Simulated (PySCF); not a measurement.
C₆H₁₇Si₂ (SMILES [CH2][Si](C)(C)[Si](C)(C)C), doublet, geometry from GFN2-xTB. Base run: PBE/STO-3G (PySCF).

Here is a job for PySCF.
```python
from pyscf import gto, scf, dft

mol = gto.M(
    atom='''
C     1.746330   -1.060689   -1.607905
Si    1.227154   -0.246793   -0.060030
C     2.116015    1.432340    0.161239
C     1.620431   -1.346035    1.454996
Si   -1.122799    0.190367   -0.021708
C    -1.984725   -0.726525    1.421826
C    -1.488001    2.060705    0.168454
C    -1.937130   -0.396440   -1.648725
H     1.937011   -0.508555   -2.512523
H     1.651537   -2.122598   -1.759294
H     3.189445    1.298819    0.250381
H     1.774022    1.956257    1.048819
H     1.936145    2.078111   -0.691935
H     1.273193   -0.896779    2.380668
H     2.688390   -1.514190    1.550628
H     1.143461   -2.316026    1.360767
H    -3.057465   -0.552997    1.415768
H    -1.826408   -1.798510    1.354677
H    -1.606535   -0.400441    2.385939
H    -2.556033    2.259513    0.142342
H    -1.106487    2.449651    1.107623
H    -1.029252    2.632738   -0.632210
H    -3.007222   -0.207817   -1.650831
H    -1.790586   -1.461401   -1.798866
H    -1.511703    0.114047   -2.506936
''',
    basis='sto-3g',
    charge=0,
    spin=1,
    verbose=4,
)

mf = dft.UKS(mol)
mf.xc = 'pbe'
mf.kernel()
mf.analyze()
```

The base run was repeated with changes; each row names its change, and settings that it needs were set with it.

```json
[
 {"change": "base", "ΔE vs base (mEh)": "0.000", "fitting functions": "-", "dipole (D)": "0.03"},
 {"change": "auxbasis = even-tempered beta=1.6", "ΔE vs base (mEh)": "-16.010", "fitting functions": "767", "dipole (D)": "0.03"},
 {"change": "auxbasis = cc-pvdz-jkfit", "ΔE vs base (mEh)": "-0.839", "fitting functions": "1035", "dipole (D)": "0.03"},
 {"change": "auxbasis = def2-tzvp-ri", "ΔE vs base (mEh)": "-31.923", "fitting functions": "937", "dipole (D)": "0.03"},
 {"change": "auxbasis = def2-universal-jkfit", "ΔE vs base (mEh)": "-3.335", "fitting functions": "1012", "dipole (D)": "0.03"},
 {"change": "auxbasis = def2-universal-jfit", "ΔE vs base (mEh)": "-4.646", "fitting functions": "583", "dipole (D)": "0.03"},
 {"change": "auxbasis = cc-pvqz-jkfit", "ΔE vs base (mEh)": "-0.581", "fitting functions": "1799", "dipole (D)": "0.03"},
 {"change": "auxbasis = default (with mf = mf.density_fit())", "ΔE vs base (mEh)": "-3.335", "fitting functions": "1012", "dipole (D)": "0.03"},
 {"change": "auxbasis = cc-pvtz-ri", "ΔE vs base (mEh)": "-22.902", "fitting functions": "1240", "dipole (D)": "0.03"},
 {"change": "auxbasis = autoaux", "ΔE vs base (mEh)": "-16.721", "fitting functions": "719", "dipole (D)": "0.03"}
]
```

A fitting set is made for a task (jfit for Coulomb, jkfit for Coulomb and exchange, ri for correlation) and for a family of orbital bases.

Open shells are given as the SCF converged; they aren't shown to be the lowest states, and a large step between rows can be another state.
